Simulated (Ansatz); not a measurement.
Reaction (formal exchange of groups at a W–O bond): `[OH][W]([OH])(=[S])=[S]` + `F/C=C/Cl` → `[OH][W](=[S])(=[S])[Cl]` + `O/C=C\F`

Gas-phase electronic energies from Ansatz, PBE0-D4/def2-TZVP geometries. CCSD(T)/CBS adds triple-zeta CCSD(T) − MP2 to the extrapolated MP2 energy (def2 sets, frozen cores). Double bonds are as drawn, so ΔE can hold a change between cis and trans. DFT in def2-TZVPP. Elements past krypton have def2 core potentials. For W outer-core shells are correlated without core-valence functions, which leaves a few kJ/mol of doubt a bond. Each species was taken in one conformer, which may not be the lowest.

`[OH][W]([OH])(=[S])=[S]`:

Z-matrix (Å, degrees):
```
W
O 1 1.871
S 1 2.123 2 109.8
O 1 1.871 2 110.2 3 -121.1
S 1 2.126 2 108.4 3 120.4
H 2 0.961 1 122.9 3 17.4
H 4 0.961 1 122.9 2 103.7
```

`F/C=C/Cl`:

Cartesian coordinates in Å:
```
F -1.500 -0.007 1.023
C -0.244 -0.190 0.616
C 0.140 0.206 -0.584
Cl 1.749 -0.020 -1.124
H 0.387 -0.676 1.350
H -0.531 0.688 -1.281
```

`[OH][W](=[S])(=[S])[Cl]`:

```xyz
6

O    -1.425    0.453    0.300
W     0.335   -0.118    0.087
S     0.713   -1.657    1.492
S     0.610   -0.883   -1.868
Cl    1.782    1.574    0.425
H    -2.016    0.631   -0.437
```

`O/C=C\F`:

Z-matrix (Å, degrees):
```
C
C 1 1.324
O 1 1.348 2 125.6
H 1 1.081 2 120.5 3 -180.0
F 2 1.351 1 119.8 3 0.0
H 2 1.079 1 125.7 3 180.0
H 3 0.964 1 108.7 2 0.0
```

CCSD(T)/CBS gives -32.8 kJ/mol.

(1) Another level gave -32.0 kJ/mol. Which?
A. r2SCAN/def2-TZVPP
B. BLYP/def2-TZVPP
C. MP2/def2-TZVPP
D. PBE-QIDH/def2-TZVPP

Largest T1 diagnostic among the species: 0.023, so the coupled-cluster value is less sure than usual.

Results:

(1) A. r2SCAN -32.0, BLYP -28.0, MP2/def2-TZVPP -45.8, PBE-QIDH -39.0 kJ/mol.

Leaving LDA and LC-ωPBE aside and taking each functional with its dispersion term where it has one, the values, not all of them listed here, spread over 13.0 kJ/mol, from PBE-QIDH to ωB97X-V. LDA lies −4.3 kJ/mol from PBE without D4. From BLYP to BHLYP (50 % exact exchange), in def2-TZVPP and without D4, ΔE moves by −4.1 kJ/mol. At CCSD(T), def2-SVP lies −9.9 kJ/mol from the extrapolated value and def2-TZVPP +0.9 kJ/mol.
